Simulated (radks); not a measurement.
Values are calculated unless marked as measured or tabulated.
Species: Ti II. Configuration: [Ar] 3d1.5 4s1 4f0.5 (fractional occupations, a model configuration). Level of theory: non-relativistic Kohn-Sham, PBE, spin-polarised, spherical densities, point nucleus; open shells are filled with parallel spins first (a radial shooting solver on a logarithmic mesh with Libxc functionals).

Normalised radial functions P(r) = r R(r), r in bohr:

r           3s up    3p up    4p up
0.002285   0.0478   0.0006   0.0002
0.003097   0.0636   0.0011   0.0003
0.004198   0.0842   0.0020   0.0006
0.005644   0.1095   0.0035   0.0011
0.007649   0.1418   0.0063   0.0020
0.01037    0.1804   0.0113   0.0035
0.01405    0.2242   0.0199   0.0062
0.01904    0.2691   0.0346   0.0107
0.0256     0.3064   0.0582   0.0181
0.03469    0.3246   0.0969   0.0301
0.04702    0.3024   0.1559   0.0484
0.06372    0.2162   0.2392   0.0742
0.08636    0.0489   0.3446   0.1067
0.117     -0.1902   0.4546   0.1403
0.1574    -0.4349   0.5266   0.1615
0.2133    -0.5799   0.4996   0.1507
0.289     -0.4744   0.3021   0.0853
0.3917    -0.0556  -0.0833  -0.0384
0.5309     0.5447  -0.5640  -0.1847
0.7138     1.0089  -0.9367  -0.2752
0.9673     1.0876  -1.0301  -0.2310
1.311      0.7808  -0.8096  -0.0240
1.777      0.3760  -0.4569   0.2729
2.408      0.1153  -0.1779   0.5239
3.237      0.0213  -0.0456   0.5935
4.388      0.0018  -0.0061   0.4525
5.946      0.0001  -0.0004   0.2254
8.059      0.0000  0.0000   0.0703
10.92      0.0000  0.0000   0.0122
14.68      0.0000  0.0000   0.0009
19.9       0.0000  0.0000   0.0000
26.97      0.0000  0.0000   0.0000

3s up: eigenvalue -75.244 eV, 2 radial nodes at r = 0.0925, 0.404 bohr, <r> = 1.01 bohr, 90 % of the charge inside 1.51 bohr. 3p up: eigenvalue -52.105 eV, 1 radial node at r = 0.370 bohr, <r> = 1.08 bohr, 90 % of the charge inside 1.66 bohr. 4p up (empty): eigenvalue -9.184 eV, 2 radial nodes at r = 0.361, 1.35 bohr, <r> = 3.54 bohr, 90 % of the charge inside 5.23 bohr.
